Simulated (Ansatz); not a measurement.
Relaxation of AlClH8N2Si (13 atoms, charge 0, multiplicity 1), to a largest force component of 0.03 eV/Å in at most 50 steps.

These are results of RKS B3LYP-D4/cc-pVDZ in Ansatz, not measurements.

```xyz
13
Properties=species:S:1:pos:R:3
Al -0.058 -0.617 -0.532
N 0.320 -0.075 2.499
H -0.416 0.118 3.182
H 1.093 0.561 2.702
Cl 1.589 0.658 -1.095
N -1.665 -0.105 -1.106
H -2.529 -0.608 -0.927
H -1.863 0.773 -1.576
Si 0.347 -2.639 0.595
H 0.417 -3.873 -0.260
H 1.642 -2.571 1.352
H -0.725 -2.896 1.619
H 0.669 -1.032 2.702
```

Task: Where does it end, and by what steps?

Result: It converged. After 10 steps the energy has fallen by 0.879 eV; H3 moved furthest, 1.01 Å. Joined: Al1–N2 (3.10 → 2.09 Å).

```json
{"step": "0", "energy less start (eV)": "0.0000", "largest force component (eV/Å)": "0.918", "accepted": "yes"}
{"step": "1", "energy less start (eV)": "-0.1694", "largest force component (eV/Å)": "1.109", "accepted": "yes"}
{"step": "2", "energy less start (eV)": "-0.4260", "largest force component (eV/Å)": "1.192", "accepted": "yes"}
{"step": "3", "energy less start (eV)": "-0.6478", "largest force component (eV/Å)": "1.107", "accepted": "yes"}
{"step": "4", "energy less start (eV)": "-0.7712", "largest force component (eV/Å)": "0.987", "accepted": "yes"}
{"step": "5", "energy less start (eV)": "-0.7757", "largest force component (eV/Å)": "0.641", "accepted": "yes"}
{"step": "6", "energy less start (eV)": "-0.8437", "largest force component (eV/Å)": "0.215", "accepted": "yes"}
{"step": "7", "energy less start (eV)": "-0.8675", "largest force component (eV/Å)": "0.137", "accepted": "yes"}
{"step": "8", "energy less start (eV)": "-0.8609", "largest force component (eV/Å)": "0.437", "accepted": "no"}
{"step": "9", "energy less start (eV)": "-0.8775", "largest force component (eV/Å)": "0.038", "accepted": "yes"}
{"step": "10", "energy less start (eV)": "-0.8789", "largest force component (eV/Å)": "0.029", "accepted": "yes"}
```

```xyz
13
Properties=species:S:1:pos:R:3
Al 0.049 -0.629 0.144
N 0.179 0.238 2.036
H -0.762 0.522 2.325
H 0.754 1.085 1.973
Cl 1.744 0.484 -0.696
N -1.581 -0.004 -0.376
H -2.331 -0.650 -0.612
H -1.627 0.771 -1.037
Si 0.394 -3.021 0.566
H 0.446 -3.854 -0.685
H 1.675 -3.287 1.312
H -0.694 -3.616 1.425
H 0.576 -0.344 2.779
```

Whether the end is a true minimum wasn't checked by a vibrational analysis.

The run took 31 s on 4 threads of Arm Neoverse V1, with other jobs on the host, peak memory 0.32 GiB.
